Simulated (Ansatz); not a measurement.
The molecule TaSn, multiplicity 6 (lowest of 2S+1 = 2, 4, 6, 8 at PBE0/def2-TZVPP; our sources give no spin for the ground state, which may be another). No spin–orbit coupling.

The constants come from a fifth-degree fit in 1/R (seven points, main isotopes). In def2 and cc sets the state is the lowest found near the PBE0 minimum, followed along R.

The values were computed with Ansatz (a program for electronic structure). Values without a source in brackets are computed. In def2 rows elements past Kr take small-core potentials, without spin–orbit coupling.

Energies at wB97M-V/def2-TZVPP:

```csv
R (Å),E (hartree)
2.506196,-271.01822664
2.573567,-271.02288611
2.635548,-271.02492220
2.705614,-271.02517834
2.775680,-271.02376161
2.856525,-271.02061375
2.950844,-271.01558855
```

Problem. With a reduced mass of 72.1158 u, find the minimum, the force constant and the constants.

Solution. A fifth-degree polynomial in 1/R puts the minimum at r_e = 2.6793 Å with force constant 164 N/m. Then ω_e = (1/2πc)√(k/μ) = 197 cm⁻¹ and B_e = h/(8π²cμr_e²) = 0.03256 cm⁻¹; the cubic and quartic terms give α_e = 8.1e-5 and ω_e x_e = 0.45 cm⁻¹.
